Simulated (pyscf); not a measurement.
PySCF, gas phase, ωB97X-D3(BJ)/def2-SVP geometries.

Problem. What is the homolytic dissociation enthalpy (298 K, ωB97M-D3(BJ)/def2-TZVP) of the O–Si bond of `[CH3][SiH2][O][SiH3]`, to H₃C–SiH₂• + •O–SiH₃?

Solution. O–Si to H₃C–SiH₂• + •O–SiH₃: 545.1 kJ/mol. The 7 functionals that were run give +504.5 (PBE) to +547.9 kJ/mol (M06-2X). •O–SiH₃ lies 104.0 kJ/mol over its isomer HO–SiH₂• (electronic energy, ωB97M-D3(BJ)/def2-TZVP). Other isomers of H₃C–SiH₂• were not searched in full and may lie lower.
